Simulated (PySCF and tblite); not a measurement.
Values are calculated unless marked as measured or tabulated.
System: C5H12Ge, numbered as in [CH3:1][C@H:2]1[CH2:3][CH2:4][GeH2:5][CH2:6]1.

Motion: inversion of the 5-membered ring (2–3–4–5–6). GFN2-xTB gives an electronic barrier of 5.1 kcal/mol and a reaction energy of 0.1 kcal/mol.

Spin–orbit effects of heavy atoms on shieldings are missing.

**Question.** What does CAM-B3LYP/pcSseg-1 + D3(BJ), IEF-PCM chloroform give on GFN2-xTB geometries?

**Answer.** A barrier of 5.4 kcal/mol, 0.2 above the tight-binding barrier (from unrounded values), a reaction energy of 0.6 kcal/mol and, with GFN2-xTB thermal terms, ΔG‡(298 K) = 5.8 kcal/mol and k = 3.7×10⁸ s⁻¹ (1 equivalent path).

Programs: tblite and PySCF.
